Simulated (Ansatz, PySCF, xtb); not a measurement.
Bond stretch in LiNa, singlet.

RKS-M06-2X/6-31G* = PySCF with restricted M06-2X/6-31G*, spherical d; UKS-B3LYP/6-31G* = unrestricted B3LYP/6-31G*, spherical d run with PySCF; GFN1-xTB (xtb); FCI = full CI/def2-SVP, frozen core in Ansatz (a program for electronic structure).

Energies relative to the lowest point of each curve near equilibrium, in kJ/mol; the last columns give the difference from FCI:

| R / Å | RKS-M06-2X/6-31G* | UKS-B3LYP/6-31G* | GFN1-xTB | FCI | RKS-M06-2X/6-31G* − FCI | UKS-B3LYP/6-31G* − FCI | GFN1-xTB − FCI |
|---|---|---|---|---|---|---|---|
| 2.34 | 22.0 | 25.6 | 8.6 | 37.0 | -15.0 | -11.4 | -28.4 |
| 2.49 | 9.5 | 12.1 | 0.5 | 20.3 | -10.9 | -8.2 | -19.8 |
| 2.62 | 3.3 | 4.9 | 0.0 | 10.5 | -7.2 | -5.6 | -10.5 |
| 2.76 | 0.4 | 0.9 | 3.4 | 3.9 | -3.6 | -3.0 | -0.5 |
| 2.82 | 0.0 | 0.1 | 5.7 | 2.1 | -2.1 | -2.0 | 3.5 |
| 2.93 | 0.4 | 0.0 | 10.8 | 0.3 | 0.1 | -0.3 | 10.5 |
| 3.04 | 2.0 | 1.2 | 16.8 | 0.0 | 2.0 | 1.2 | 16.8 |
| 3.09 | 3.1 | 2.2 | 19.8 | 0.3 | 2.9 | 1.9 | 19.6 |
| 3.28 | 9.2 | 7.3 | 32.2 | 3.3 | 5.9 | 4.0 | 28.9 |
| 3.34 | 11.6 | 9.4 | 36.3 | 4.8 | 6.8 | 4.6 | 31.5 |
| 3.57 | 21.7 | 18.5 | 52.2 | 11.9 | 9.8 | 6.5 | 40.2 |
| 3.90 | 38.0 | 33.3 | 79.4 | 24.3 | 13.8 | 9.0 | 55.1 |
| 4.40 | 64.0 | 52.1 | 128.4 | 42.4 | 21.6 | 9.7 | 86.0 |
| 4.89 | 87.7 | 63.6 | 181.5 | 55.9 | 31.8 | 7.7 | 125.6 |
| 5.28 | 104.3 | 69.1 | 225.4 | 63.0 | 41.4 | 6.1 | 162.4 |
| 5.83 | 123.9 | 73.4 | 286.4 | 68.8 | 55.1 | 4.6 | 217.6 |
| 6.32 | 137.8 | 75.3 | 336.0 | 71.4 | 66.4 | 3.9 | 264.6 |
| 7.20 | 156.2 | 76.7 | 403.9 | 73.2 | 83.0 | 3.5 | 330.7 |
| 7.89 | 166.0 | 77.1 | 435.0 | 73.7 | 92.4 | 3.5 | 361.3 |
| 8.81 | 175.2 | 77.3 | 453.5 | 73.9 | 101.3 | 3.4 | 379.6 |

RKS-M06-2X/6-31G* is furthest from FCI at 8.81 (101.3 kJ/mol, above); its mean absolute difference over the points is 28.6 kJ/mol.

UKS-B3LYP/6-31G* is furthest from FCI at 2.34 (-11.4 kJ/mol, below); its mean absolute difference over the points is 5.0 kJ/mol.

GFN1-xTB is furthest from FCI at 8.81 (379.6 kJ/mol, above); its mean absolute difference over the points is 109.7 kJ/mol.

The restricted form behind RKS-M06-2X/6-31G* keeps the bonding electrons paired and can't separate into open-shell fragments. The unrestricted determinant behind UKS-B3LYP/6-31G* is spin-contaminated at 4.40 to 8.81 Å (<S²> up to 1.0, against 0.00 for a pure singlet).
